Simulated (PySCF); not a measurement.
## Calculated data, ClGeH

Calculation on a computer-drawn molecule: vertical ionisation energy to the stated ion spin, frozen-core CCSD(T) at the basis limit and cheaper methods, single-reference cases, UHF for radicals, no spin-orbit; all values are single points at the evaluated structure, the first of each entry, which is the reference or a displaced copy of it and isn't optimised; the reference structure only sets the zero of the energies above reference; triples share is (T) over the correlation energy; on germanium a core potential holds 10 electrons, which the energies leave out, and 3d is frozen in MP2 and coupled-cluster steps. Program: PySCF 2.14.0.

Common to all runs: charge 0; multiplicity 1; ion multiplicity 2; diffuse functions no; basis cc-pV(n+d)Z; basis and core potential on germanium cc-pVnZ-PP ECP10MDF; reference is the Hartree-Fock double-zeta minimum; best is HF at quadruple zeta + MP2 correlation extrapolated from triple and quadruple zeta + CCSD(T) minus MP2 at triple zeta; basis step is the size of the change from the same recipe one zeta lower.

(1) ClGeH

Evaluated structure:
```xyz
3
ClGeH
Cl    -2.1473    -1.5142    -4.2978
Ge     0.1703    -1.9615    -4.3690
H      0.6228    -0.3698    -4.1694
```

Reference structure:
```xyz
3
ClGeH
Cl    -2.3243    -1.5506    -4.2375
Ge    -0.1426    -1.9029    -4.3118
H      0.2356    -0.3722    -4.1673
```

The calculation gives: ionisation energy best 9.953 eV; ionisation energy basis step 0.07546 eV; energy above reference best 4.269 kcal/mol; energy above reference basis step 0.1623 kcal/mol; ionisation energy Koopmans at triple zeta 10.01 eV; ionisation energy EOM CCSD at triple zeta 9.889 eV; total energy HF triple zeta -753.5079 hartree; total energy CCSD(T) triple zeta -753.8372 hartree; total energy best -753.8883 hartree; T1 diagnostic at triple zeta 0.01508; D1 diagnostic at triple zeta 0.03787; ion T1 diagnostic at triple zeta 0.03898; ion D1 diagnostic at triple zeta 0.1432; ion spin squared at triple zeta 0.8105; triples share at triple zeta 0.04064; basis functions triple zeta 92; dipole magnitude HF at triple zeta 3.355 debye; dipole magnitude CCSD unrelaxed at triple zeta 2.947 debye; dipole magnitude PBE at triple zeta 2.65 debye; dipole magnitude r2SCAN at triple zeta 2.755 debye; dipole magnitude B3LYP at triple zeta 2.916 debye; dipole magnitude wB97X at triple zeta 3.171 debye.

Drawn bonds:
```tsv
atom	other atom	order
1	2	1
2	3	1
```

Triple zeta:
```tsv
method	ionisation energy (eV)	energy above reference (kcal/mol)
HF	9.2	4.831
PBE	9.552	2.896
r2SCAN	9.689	4.477
B3LYP	9.795	3.172
wB97X	10	4.888
MP2	9.85	4.906
CCSD	9.867	4.447
CCSD(T)	9.811	4.26
```

(2) ClGeH

Evaluated structure:
```xyz
3
ClGeH
Cl    -2.1473    -1.5142    -4.2978
Ge     0.4736    -2.0201    -4.3784
H      0.9261    -0.4284    -4.1788
```

Reference structure:
```xyz
3
ClGeH
Cl    -2.3243    -1.5506    -4.2375
Ge    -0.1426    -1.9029    -4.3118
H      0.2356    -0.3722    -4.1673
```

It finds ionisation energy best 10.14 eV; ionisation energy basis step 0.0821 eV; energy above reference best 20.53 kcal/mol; energy above reference basis step 0.2753 kcal/mol; ionisation energy Koopmans at triple zeta 10.36 eV; ionisation energy EOM CCSD at triple zeta 9.968 eV; total energy HF triple zeta -753.4817 hartree; total energy CCSD(T) triple zeta -753.8109 hartree; total energy best -753.8624 hartree; T1 diagnostic at triple zeta 0.01835; D1 diagnostic at triple zeta 0.04293; ion T1 diagnostic at triple zeta 0.0444; ion D1 diagnostic at triple zeta 0.1993; ion spin squared at triple zeta 0.7618; triples share at triple zeta 0.04172; basis functions triple zeta 92; dipole magnitude HF at triple zeta 5.564 debye; dipole magnitude CCSD unrelaxed at triple zeta 4.779 debye; dipole magnitude PBE at triple zeta 4.186 debye; dipole magnitude r2SCAN at triple zeta 4.4 debye; dipole magnitude B3LYP at triple zeta 4.602 debye; dipole magnitude wB97X at triple zeta 5.144 debye.

Drawn bonds:
```tsv
atom	other atom	order
1	2	1
2	3	1
```

Triple zeta:
```tsv
method	ionisation energy (eV)	energy above reference (kcal/mol)
HF	8.775	21.27
PBE	9.7	17.41
r2SCAN	9.858	20.7
B3LYP	9.9	17.71
wB97X	9.988	21.77
MP2	10.07	22.2
CCSD	9.814	21.2
CCSD(T)	9.901	20.79
```

(3) ClGeH

Evaluated structure:
```xyz
3
ClGeH
Cl    -2.3877    -1.5009    -4.2604
Ge    -0.1090    -1.8898    -4.3577
H      0.2210    -0.2869    -4.1598
```

Reference structure:
```xyz
3
ClGeH
Cl    -2.3243    -1.5506    -4.2375
Ge    -0.1426    -1.9029    -4.3118
H      0.2356    -0.3722    -4.1673
```

The calculation gives: ionisation energy best 9.917 eV; ionisation energy basis step 0.07235 eV; energy above reference best 2.293 kcal/mol; energy above reference basis step 0.1063 kcal/mol; ionisation energy Koopmans at triple zeta 9.976 eV; ionisation energy EOM CCSD at triple zeta 9.855 eV; total energy HF triple zeta -753.5112 hartree; total energy CCSD(T) triple zeta -753.8403 hartree; total energy best -753.8915 hartree; T1 diagnostic at triple zeta 0.0147; D1 diagnostic at triple zeta 0.03707; ion T1 diagnostic at triple zeta 0.03854; ion D1 diagnostic at triple zeta 0.1458; ion spin squared at triple zeta 0.8034; triples share at triple zeta 0.04041; basis functions triple zeta 92; dipole magnitude HF at triple zeta 3.083 debye; dipole magnitude CCSD unrelaxed at triple zeta 2.715 debye; dipole magnitude PBE at triple zeta 2.45 debye; dipole magnitude r2SCAN at triple zeta 2.543 debye; dipole magnitude B3LYP at triple zeta 2.7 debye; dipole magnitude wB97X at triple zeta 2.92 debye.

Drawn bonds:
```tsv
atom	other atom	order
1	2	1
2	3	1
```

Triple zeta:
```tsv
method	ionisation energy (eV)	energy above reference (kcal/mol)
HF	9.17	2.798
PBE	9.521	1.312
r2SCAN	9.656	2.443
B3LYP	9.763	1.569
wB97X	9.964	2.744
MP2	9.803	2.756
CCSD	9.837	2.448
CCSD(T)	9.779	2.309
```

(4) ClGeH

Evaluated structure:
```xyz
3
ClGeH
Cl    -2.3877    -1.5009    -4.2604
Ge    -0.1090    -1.8898    -4.3577
H      0.2658    -0.0691    -4.1329
```

Reference structure:
```xyz
3
ClGeH
Cl    -2.3243    -1.5506    -4.2375
Ge    -0.1426    -1.9029    -4.3118
H      0.2356    -0.3722    -4.1673
```

The calculation gives: ionisation energy best 9.779 eV; ionisation energy basis step 0.06792 eV; energy above reference best 10.02 kcal/mol; energy above reference basis step 0.1414 kcal/mol; ionisation energy Koopmans at triple zeta 9.845 eV; ionisation energy EOM CCSD at triple zeta 9.726 eV; total energy HF triple zeta -753.4960 hartree; total energy CCSD(T) triple zeta -753.8281 hartree; total energy best -753.8792 hartree; T1 diagnostic at triple zeta 0.01576; D1 diagnostic at triple zeta 0.03753; ion T1 diagnostic at triple zeta 0.04065; ion D1 diagnostic at triple zeta 0.1496; ion spin squared at triple zeta 0.8229; triples share at triple zeta 0.04135; basis functions triple zeta 92; dipole magnitude HF at triple zeta 3.09 debye; dipole magnitude CCSD unrelaxed at triple zeta 2.718 debye; dipole magnitude PBE at triple zeta 2.513 debye; dipole magnitude r2SCAN at triple zeta 2.585 debye; dipole magnitude B3LYP at triple zeta 2.764 debye; dipole magnitude wB97X at triple zeta 2.964 debye.

Drawn bonds:
```tsv
atom	other atom	order
1	2	1
2	3	1
```

Triple zeta:
```tsv
method	ionisation energy (eV)	energy above reference (kcal/mol)
HF	8.896	12.3
PBE	9.391	7.518
r2SCAN	9.491	10.05
B3LYP	9.608	8.689
wB97X	9.8	11.08
MP2	9.632	11.39
CCSD	9.695	10.38
CCSD(T)	9.642	9.976
```

(5) ClGeH

Evaluated structure:
```xyz
3
ClGeH
Cl    -2.3877    -1.5009    -4.2604
Ge    -0.1090    -1.8898    -4.3577
H      0.2674    -0.0613    -4.1319
```

Reference structure:
```xyz
3
ClGeH
Cl    -2.3243    -1.5506    -4.2375
Ge    -0.1426    -1.9029    -4.3118
H      0.2356    -0.3722    -4.1673
```

Results for ClGeH: ionisation energy best 9.771 eV; ionisation energy basis step 0.06785 eV; energy above reference best 10.41 kcal/mol; energy above reference basis step 0.1435 kcal/mol; ionisation energy Koopmans at triple zeta 9.837 eV; ionisation energy EOM CCSD at triple zeta 9.718 eV; total energy HF triple zeta -753.4953 hartree; total energy CCSD(T) triple zeta -753.8275 hartree; total energy best -753.8785 hartree; T1 diagnostic at triple zeta 0.01582; D1 diagnostic at triple zeta 0.03755; ion T1 diagnostic at triple zeta 0.04053; ion D1 diagnostic at triple zeta 0.1488; ion spin squared at triple zeta 0.8229; triples share at triple zeta 0.04139; basis functions triple zeta 92; dipole magnitude HF at triple zeta 3.093 debye; dipole magnitude CCSD unrelaxed at triple zeta 2.72 debye; dipole magnitude PBE at triple zeta 2.517 debye; dipole magnitude r2SCAN at triple zeta 2.589 debye; dipole magnitude B3LYP at triple zeta 2.768 debye; dipole magnitude wB97X at triple zeta 2.968 debye.

Drawn bonds:
```tsv
atom	other atom	order
1	2	1
2	3	1
```

Triple zeta:
```tsv
method	ionisation energy (eV)	energy above reference (kcal/mol)
HF	8.88	12.76
PBE	9.384	7.853
r2SCAN	9.482	10.43
B3LYP	9.599	9.056
wB97X	9.79	11.5
MP2	9.62	11.81
CCSD	9.687	10.78
CCSD(T)	9.634	10.36
```

(6) ClGeH

Evaluated structure:
```xyz
3
ClGeH
Cl    -2.3355    -1.5460    -4.2405
Ge    -0.0911    -1.8971    -4.3130
H      0.2909    -0.3733    -4.1729
```

Reference structure:
```xyz
3
ClGeH
Cl    -2.3243    -1.5506    -4.2375
Ge    -0.1426    -1.9029    -4.3118
H      0.2356    -0.3722    -4.1673
```

The calculation gives: ionisation energy best 9.829 eV; ionisation energy basis step 0.06887 eV; energy above reference best 0.9167 kcal/mol; energy above reference basis step 0.07607 kcal/mol; ionisation energy Koopmans at triple zeta 9.849 eV; ionisation energy EOM CCSD at triple zeta 9.77 eV; total energy HF triple zeta -753.5142 hartree; total energy CCSD(T) triple zeta -753.8425 hartree; total energy best -753.8937 hartree; T1 diagnostic at triple zeta 0.01407; D1 diagnostic at triple zeta 0.03551; ion T1 diagnostic at triple zeta 0.03341; ion D1 diagnostic at triple zeta 0.1211; ion spin squared at triple zeta 0.7897; triples share at triple zeta 0.04003; basis functions triple zeta 92; dipole magnitude HF at triple zeta 2.75 debye; dipole magnitude CCSD unrelaxed at triple zeta 2.422 debye; dipole magnitude PBE at triple zeta 2.177 debye; dipole magnitude r2SCAN at triple zeta 2.264 debye; dipole magnitude B3LYP at triple zeta 2.406 debye; dipole magnitude wB97X at triple zeta 2.601 debye.

Drawn bonds:
```tsv
atom	other atom	order
1	2	1
2	3	1
```

Triple zeta:
```tsv
method	ionisation energy (eV)	energy above reference (kcal/mol)
HF	9.044	0.8863
PBE	9.468	0.653
r2SCAN	9.594	1.045
B3LYP	9.707	0.5849
wB97X	9.883	1.125
MP2	9.686	1.051
CCSD	9.735	0.9517
CCSD(T)	9.692	0.9125
```

(7) ClGeH

Evaluated structure:
```xyz
3
ClGeH
Cl    -2.3031    -1.4782    -4.3115
Ge    -0.1352    -1.9579    -4.3641
H      0.2529    -0.4255    -4.1690
```

Reference structure:
```xyz
3
ClGeH
Cl    -2.3243    -1.5506    -4.2375
Ge    -0.1426    -1.9029    -4.3118
H      0.2356    -0.3722    -4.1673
```

Results for ClGeH: ionisation energy best 9.783 eV; ionisation energy basis step 0.06543 eV; energy above reference best 0.09918 kcal/mol; energy above reference basis step 0.0007642 kcal/mol; ionisation energy Koopmans at triple zeta 9.802 eV; ionisation energy EOM CCSD at triple zeta 9.724 eV; total energy HF triple zeta -753.5152 hartree; total energy CCSD(T) triple zeta -753.8438 hartree; total energy best -753.8950 hartree; T1 diagnostic at triple zeta 0.01377; D1 diagnostic at triple zeta 0.03452; ion T1 diagnostic at triple zeta 0.03306; ion D1 diagnostic at triple zeta 0.1215; ion spin squared at triple zeta 0.7908; triples share at triple zeta 0.03991; basis functions triple zeta 92; dipole magnitude HF at triple zeta 2.44 debye; dipole magnitude CCSD unrelaxed at triple zeta 2.153 debye; dipole magnitude PBE at triple zeta 1.948 debye; dipole magnitude r2SCAN at triple zeta 2.018 debye; dipole magnitude B3LYP at triple zeta 2.161 debye; dipole magnitude wB97X at triple zeta 2.318 debye.

Drawn bonds:
```tsv
atom	other atom	order
1	2	1
2	3	1
```

Triple zeta:
```tsv
method	ionisation energy (eV)	energy above reference (kcal/mol)
HF	9.002	0.2597
PBE	9.423	-0.03483
r2SCAN	9.546	0.09066
B3LYP	9.659	0.04484
wB97X	9.83	0.1413
MP2	9.639	0.1668
CCSD	9.694	0.155
CCSD(T)	9.65	0.1346
```

(8) ClGeH

Evaluated structure:
```xyz
3
ClGeH
Cl    -2.3031    -1.4782    -4.3115
Ge    -0.2133    -1.9406    -4.3622
H      0.1748    -0.4082    -4.1671
```

Reference structure:
```xyz
3
ClGeH
Cl    -2.3243    -1.5506    -4.2375
Ge    -0.1426    -1.9029    -4.3118
H      0.2356    -0.3722    -4.1673
```

Results for ClGeH: ionisation energy best 9.64 eV; ionisation energy basis step 0.05972 eV; energy above reference best 0.5602 kcal/mol; energy above reference basis step 0.1258 kcal/mol; ionisation energy Koopmans at triple zeta 9.63 eV; ionisation energy EOM CCSD at triple zeta 9.58 eV; total energy HF triple zeta -753.5145 hartree; total energy CCSD(T) triple zeta -753.8430 hartree; total energy best -753.8942 hartree; T1 diagnostic at triple zeta 0.01314; D1 diagnostic at triple zeta 0.03213; ion T1 diagnostic at triple zeta 0.02945; ion D1 diagnostic at triple zeta 0.1042; ion spin squared at triple zeta 0.7889; triples share at triple zeta 0.03964; basis functions triple zeta 92; dipole magnitude HF at triple zeta 1.869 debye; dipole magnitude CCSD unrelaxed at triple zeta 1.651 debye; dipole magnitude PBE at triple zeta 1.503 debye; dipole magnitude r2SCAN at triple zeta 1.55 debye; dipole magnitude B3LYP at triple zeta 1.686 debye; dipole magnitude wB97X at triple zeta 1.79 debye.

Drawn bonds:
```tsv
atom	other atom	order
1	2	1
2	3	1
```

Triple zeta:
```tsv
method	ionisation energy (eV)	energy above reference (kcal/mol)
HF	8.825	0.727
PBE	9.309	0.7699
r2SCAN	9.417	0.314
B3LYP	9.533	0.9165
wB97X	9.681	0.2658
MP2	9.482	0.4615
CCSD	9.542	0.5974
CCSD(T)	9.51	0.635
```

(9) ClGeH

Evaluated structure:
```xyz
3
ClGeH
Cl    -2.3031    -1.4782    -4.3115
Ge    -0.0561    -1.9754    -4.3660
H      0.3320    -0.4430    -4.1709
```

Reference structure:
```xyz
3
ClGeH
Cl    -2.3243    -1.5506    -4.2375
Ge    -0.1426    -1.9029    -4.3118
H      0.2356    -0.3722    -4.1673
```

The calculation gives: ionisation energy best 9.914 eV; ionisation energy basis step 0.07274 eV; energy above reference best 1.539 kcal/mol; energy above reference basis step 0.08966 kcal/mol; ionisation energy Koopmans at triple zeta 9.963 eV; ionisation energy EOM CCSD at triple zeta 9.85 eV; total energy HF triple zeta -753.5129 hartree; total energy CCSD(T) triple zeta -753.8415 hartree; total energy best -753.8927 hartree; T1 diagnostic at triple zeta 0.01444; D1 diagnostic at triple zeta 0.0367; ion T1 diagnostic at triple zeta 0.03712; ion D1 diagnostic at triple zeta 0.1397; ion spin squared at triple zeta 0.7964; triples share at triple zeta 0.04019; basis functions triple zeta 92; dipole magnitude HF at triple zeta 3.02 debye; dipole magnitude CCSD unrelaxed at triple zeta 2.658 debye; dipole magnitude PBE at triple zeta 2.39 debye; dipole magnitude r2SCAN at triple zeta 2.485 debye; dipole magnitude B3LYP at triple zeta 2.636 debye; dipole magnitude wB97X at triple zeta 2.852 debye.

Drawn bonds:
```tsv
atom	other atom	order
1	2	1
2	3	1
```

Triple zeta:
```tsv
method	ionisation energy (eV)	energy above reference (kcal/mol)
HF	9.166	1.702
PBE	9.522	1.004
r2SCAN	9.659	1.678
B3LYP	9.766	1.034
wB97X	9.961	1.856
MP2	9.792	1.813
CCSD	9.829	1.656
CCSD(T)	9.775	1.579
```

(10) ClGeH

Evaluated structure:
```xyz
3
ClGeH
Cl    -2.3031    -1.4782    -4.3115
Ge     0.2943    -2.0529    -4.3745
H      0.6824    -0.5205    -4.1794
```

Reference structure:
```xyz
3
ClGeH
Cl    -2.3243    -1.5506    -4.2375
Ge    -0.1426    -1.9029    -4.3118
H      0.2356    -0.3722    -4.1673
```

The calculation gives: ionisation energy best 10.15 eV; ionisation energy basis step 0.084 eV; energy above reference best 18.99 kcal/mol; energy above reference basis step 0.2499 kcal/mol; ionisation energy Koopmans at triple zeta 10.39 eV; ionisation energy EOM CCSD at triple zeta 9.972 eV; total energy HF triple zeta -753.4850 hartree; total energy CCSD(T) triple zeta -753.8132 hartree; total energy best -753.8649 hartree; T1 diagnostic at triple zeta 0.01814; D1 diagnostic at triple zeta 0.04293; ion T1 diagnostic at triple zeta 0.042; ion D1 diagnostic at triple zeta 0.188; ion spin squared at triple zeta 0.7616; triples share at triple zeta 0.04141; basis functions triple zeta 92; dipole magnitude HF at triple zeta 5.57 debye; dipole magnitude CCSD unrelaxed at triple zeta 4.791 debye; dipole magnitude PBE at triple zeta 4.19 debye; dipole magnitude r2SCAN at triple zeta 4.407 debye; dipole magnitude B3LYP at triple zeta 4.606 debye; dipole magnitude wB97X at triple zeta 5.143 debye.

Drawn bonds:
```tsv
atom	other atom	order
1	2	1
2	3	1
```

Triple zeta:
```tsv
method	ionisation energy (eV)	energy above reference (kcal/mol)
HF	8.773	19.24
PBE	9.718	16.48
r2SCAN	9.876	19.16
B3LYP	9.913	16.47
wB97X	9.989	20.07
MP2	10.07	20.42
CCSD	9.814	19.62
CCSD(T)	9.903	19.3
```
